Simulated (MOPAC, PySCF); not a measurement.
CH₄B₂O, SMILES `[H]/B=C/OB` (B–C–O–B torsion 0°, C–O–B–H torsion -180°), neutral singlet in the gas phase. 

Cartesian coordinates (Å):
```xyz
8

B      1.5063    -0.2697     0.3766
C      0.7366     0.5769    -0.4177
O     -0.6368     0.6337    -0.6023
B     -1.4699    -0.2122     0.0360
H      2.2492    -0.9201     1.0014
H      1.2632     1.3284    -1.0027
H     -2.6349    -0.1004    -0.1757
H     -1.0137    -1.0364     0.7845
```
Charge 0, multiplicity 1.

All levels are single points at this geometry (B3LYP-D3(BJ)/def2-TZVP); Pople sets use spherical d functions. Orbital energies aren't observables, and empty levels follow the basis.

| level | HOMO (eV) | LUMO (eV) | gap (eV) | dipole (D) | vertical IE, Delta-SCF (eV) |
|---|---|---|---|---|---|
| B3LYP-D3(BJ)/def2-TZVP in PySCF | -6.28 | -2.37 | 3.90 | 1.54 | 8.81 |
| PBE-D3(BJ)/def2-TZVP in PySCF | -5.44 | -3.24 | 2.20 | 1.49 | 8.79 |
| B3LYP/3-21G in PySCF | -6.19 | -2.24 | 3.95 | 1.82 | – |
| B3LYP/6-311+G** in PySCF | -6.31 | -2.42 | 3.88 | 1.63 | – |
| B3LYP/6-31G* in PySCF | -5.95 | -1.98 | 3.97 | 1.60 | 8.63 |
| SVWN5/6-31G* in PySCF | -5.25 | -3.22 | 2.03 | 1.63 | 8.87 |
| HF/STO-3G in PySCF | -6.73 | 6.15 | 12.88 | 1.83 | – |
| PM6 in MOPAC | -8.59 | -0.69 | 7.90 | 3.03 | – |
| PM7 in MOPAC | -9.10 | -0.81 | 8.29 | 0.44 | – |
